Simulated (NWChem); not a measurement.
SiBrF, singlet; SMILES Br[Si]F

```xyz
3

Si     0.6531    -1.1497     0.0000
F     -0.7744    -1.9340     0.0000
Br    -0.0465     0.9965     0.0000
```
Atoms are numbered in this order, from 1.

Program: NWChem. Geometry optimised at PBE0/def2-SVP; all other runs use it. Low-valent species are run as closed-shell singlets; no triplet was tried in these runs. This build's default masses of Se (78.918 u) and Br (79.917 u) are each other's, which moves their modes by up to 0.6 %.

```csv
quantity,level,value
"vertical, lowest state with f > 0.02, singlet (eV)","CAM-B3LYP/def2-SVPD, TDA",4.34
solvation free energy (kcal/mol) in water,"PBE0/def2-SVP, SMD",-1.3
−ε(HOMO) (eV),CAM-B3LYP/def2-SVP,9.01
"anisotropy (bohr³), static",CAM-B3LYP/def2-SVPD,25.6
dipole (D),PBE0/def2-SVP,1.17
highest harmonic frequency (cm⁻¹),PBE0/def2-SVP,872
```
